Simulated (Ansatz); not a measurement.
Gas-phase electronic energies from Ansatz, PBE0-D4/def2-TZVP geometries. CCSD(T)/CBS adds triple-zeta CCSD(T) − MP2 to the extrapolated MP2 energy (def2 sets, frozen cores). DFT in def2-TZVPP. B3LYP here is the variant with VWN-RPA as its local correlation; programs differ in this. HSE06 is defined as in plane-wave codes. One conformer a species, not always the lowest.

Consider the redistribution: `C[Si](N)(O)F` + `F[CH2][AlH2]` → `C[SiH](N)O` + `F[CH2][AlH][F]`.

```
             level  ΔE (kcal/mol)  difference from CCSD(T)/CBS
         r2SCAN-D4           -4.9                          0.5
          B3LYP-D4           -5.1                          0.3
        r2SCAN0-D4           -4.2                          1.2
          HSE06-D4           -4.7                          0.7
          BHLYP-D4           -4.0                          1.4
           ωB97X-V           -4.5                          0.9
             B3LYP           -5.6                         -0.2
           r2SCAN0           -4.3                          1.1
             HSE06           -4.9                          0.5
           LC-ωPBE           -4.8                          0.6
RPA@PBE/def2-TZVPP           -5.2                          0.2
      MP2/def2-SVP           -7.6                         -2.2
     HF/def2-TZVPP           -2.8                          2.6
    MP2/def2-TZVPP           -6.1                         -0.7
   CCSD/def2-TZVPP           -4.9                          0.5
CCSD(T)/def2-TZVPP           -5.2                          0.2
       CCSD(T)/CBS           -5.4                            0
```

(1) What do rigid-rotor, harmonic-oscillator terms from PBE0-D4/def2-TZVP frequencies (298.15 K, 1 bar) make of the CCSD(T)/CBS value? (An estimate is asked.)

Largest T1 diagnostic among the species: 0.012.

## Answers

(1) Computed: ΔZPE = +1.1 kcal/mol, ΔH = -4.4 kcal/mol, ΔS = 7 J/(mol·K), ΔG = -4.9 kcal/mol.

Leaving LDA and LC-ωPBE aside and taking each functional with its dispersion term where it has one, the values, not all of them listed here, spread over 3.8 kcal/mol, from BLYP-D4 to B97M-V. LDA lies +1.8 kcal/mol from PBE without D4. In def2-TZVPP, CCSD(T) changes the Hartree–Fock value by −2.4 kcal/mol (the triples alone add −0.3 kcal/mol) and MP2 by −3.3 kcal/mol. From PBE to PBE0 (25 % exact exchange), in def2-TZVPP and without D4, ΔE moves by +1.1 kcal/mol.
